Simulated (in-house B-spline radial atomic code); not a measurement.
Sb2+: [Kr] 4d10 5s2 5p1

All numbers are computed (non-relativistic revTPSS, spin-polarised, spherical fractional occupations; point nucleus) with a B-spline radial code for spherical atoms, not measured.

Screening seen three ways: the hydrogenic charge with the same mean radius, Z_r = [3n² - l(l+1)]/(2<r>), the one with the same energy, Z_e = n√(-2ε), and Slater's rules. Values are occupation-weighted means over spin.

```
shell  electrons   ε (eV)  <r> (bohr)    Z_r    Z_e  Slater
   1s          2   -29219     0.02981  50.33  46.34   50.70
   2s          2  -4357.7      0.1286  46.65  35.79   46.85
   2p          6  -4080.3      0.1097  45.57  34.64   46.85
   3s          2  -868.35      0.3436  39.29  23.97   39.75
   3p          6  -753.44      0.3347  37.35  22.32   39.75
   3d         10  -541.98      0.3056  34.35  18.93   29.85
   4s          2  -157.14      0.8216  29.21  13.59   23.25
   4p          6   -118.3      0.8657  26.57  11.79   23.25
   4d         10  -53.544       1.016  20.66   7.94   11.85
   5s          2  -28.108       2.171  17.27   7.19    7.00
   5p          1  -20.449       2.509  14.55   6.13    7.00
```

The least bound orbital is 5p up at -20.45 eV, and it is also the most diffuse (<r> = 2.509 bohr).
